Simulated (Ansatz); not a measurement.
A nudged elastic band was laid between two geometries of CH7BOSSi (12 atoms, charge 0, multiplicity 1).

The calculation used RKS r2SCAN/6-31G* in Ansatz.

| Property | Result |
| --- | --- |
| movable images | 5 |
| climbing image | yes |
| spring | 5.0 eV/Å² |
| optimiser | quadratic models (default) |
| start path | through a guess of the saddle point |
| force threshold | 0.05 eV/Å |
| iteration limit | 60 |
| end points | relaxed |

Image 0:

```xyz
12
Properties=species:S:1:pos:R:3
C -1.528 -0.447 0.886
B -0.127 0.243 0.899
Si 1.318 -0.141 -0.441
O 1.099 -1.465 -1.431
S 1.159 1.642 -1.693
H -1.938 -0.587 1.896
H -1.598 -1.391 0.332
H -2.217 0.269 0.402
H 0.047 1.161 1.661
H 2.701 -0.331 0.073
H 0.238 -1.509 -1.872
H 0.924 2.502 -0.678
```

Image 6:

```xyz
12
Properties=species:S:1:pos:R:3
C -1.788 -0.510 0.925
B -0.415 0.203 0.630
Si 1.209 -0.749 -0.037
O 0.913 -1.690 -1.416
S 1.898 1.302 -1.175
H -1.948 -0.618 2.010
H -1.930 -1.496 0.463
H -2.606 0.148 0.586
H -0.253 1.287 1.153
H 3.247 1.400 -1.072
H 0.066 -1.519 -1.854
H 1.684 2.187 -0.180
```

(1) What changes between the two ends?

(2) Give the energies along the band, and the barrier.

(3) What is the geometry of the highest image?

Results:

(1) Bonds broken: Si3–H10. Bonds formed: S5–H10.

(2) The run converged. The highest image is number 4 of 0 to 6, 246.4 kJ/mol above the first end and 16.7 kJ/mol above the last; the last end lies 229.7 kJ/mol above the first. Neighbouring images differ by up to 2.0 eV, so the band resolves the path poorly. A vibrational analysis at the climbing image gives one clearly imaginary mode, 89i cm⁻¹: a first-order saddle point. The orbitals stay closed-shell, which can raise the energy where a bond breaks towards radicals; this wasn't checked here.

```
image  path coordinate (Å)  energy (kJ/mol)  Si3–H10 (Å)  S5–H10 (Å)
    0                 0.00              0.0         1.49        3.06
    1                 1.34             -0.2         1.49        3.04
    2                 2.69              1.0         1.48        2.91
    3                 4.03            195.1         1.72        1.99
    4                 5.38            246.4         3.14        1.35
    5                 6.67            235.6         3.18        1.36
    6                 7.96            229.7         3.14        1.36
```

(3) 
```xyz
12
Properties=species:S:1:pos:R:3
C -1.601 -0.371 0.568
B -0.135 0.069 0.924
Si 1.612 -0.861 0.305
O 0.997 -1.858 -0.919
S 1.129 1.651 -1.001
H -2.028 -0.762 1.509
H -1.720 -1.170 -0.180
H -2.254 0.466 0.284
H -0.038 1.051 1.629
H 2.077 1.321 -1.902
H 0.029 -1.838 -1.011
H 2.009 2.245 -0.172
```

Time of the run: 20 min on 2 threads of Arm Neoverse V1, on a shared host, peak memory 0.17 GiB.
